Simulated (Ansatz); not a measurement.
A structure relaxed at B3LYP-D4/def2-SVP in Ansatz, charge 0, doublet:

```xyz
5

B    -0.8973   -0.2937    0.0724
Cu   -0.7945    1.5062    0.8068
Cu    0.5459    0.7005   -1.1239
Cu    1.0097   -0.1911    0.9979
Cu    0.1363   -1.7219   -0.7532
```

(1) Give its formula and point group.

(2) Summarise the bond lengths by kind (pairs closer than 1.2 times the sum of covalent radii, bridged metal pairs left out).

## Answers

(1) Cu₄B. Point group C2v (tolerance 0.1 Å).

(2) 5 × Cu–Cu 2.35 to 2.48 Å; 4 × B–Cu 1.95 to 2.12 Å.

The relaxation made no stability test and no search for a lower SCF solution. The structure comes from a short search, and lower isomers may exist.
